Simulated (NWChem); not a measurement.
Molecule: ZrNH₅; SMILES [NH2][ZrH3]

```xyz
7

Zr     0.0032    -0.3351     0.0000
N      0.0070     1.6566     0.0000
H      0.0144     2.2514     0.8292
H      0.0144     2.2514    -0.8292
H      0.7974    -0.9614     1.5649
H      0.7974    -0.9614    -1.5649
H     -1.8004    -0.7737     0.0000
```
Atoms are numbered in this order, from 1.

The geometry was optimised at PBE0/def2-SVP. No frequency run checked for a minimum. def2 effective core potentials on Zr; no spin-orbit coupling.

Symmetry labels are those of Cs in the frame above (b1 and b2, or b-type labels, depend on it).

Problem. List the 4 lowest vertical singlet excitations from B3LYP/def2-SVPD with def2 effective core potentials on Zr, TDA (NWChem).

Solution. 
```
state  energy (eV)  oscillator strength  symmetry  leading excitation (squared amplitude)
-----  -----------  -------------------  --------  --------------------------------------
S1            4.00                0.002        a"                      HOMO → LUMO (0.93)
S2            4.19                0.004        a'                    HOMO−1 → LUMO (0.91)
S3            4.43                0.001        a"                  HOMO−1 → LUMO+1 (0.93)
S4            4.61                0.008        a'                    HOMO → LUMO+1 (0.82)
```
